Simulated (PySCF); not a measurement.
# Radial density of Be (beryllium, neutral)

UHF, [He] 2s2, closed-shell 1S. Calculation: PySCF 2.14, in Sapporo-DZP-2012 (4s2p, 10 functions); scalar relativity by spin-free X2C-1e.

```csv
r (bohr),4πr²ρ (e/bohr)
0.00780,0.02497
0.0131,0.06881
0.0221,0.1826
0.0371,0.4557
0.0624,1.058
0.105,2.139
0.177,3.482
0.297,3.932
0.500,2.472
0.841,0.7010
1.41,0.5915
2.38,0.7695
4.00,0.2493
6.73,0.01450
```

Densities and radii are taken from the X2C orbitals without a picture-change correction, which distorts them close to the nucleus.
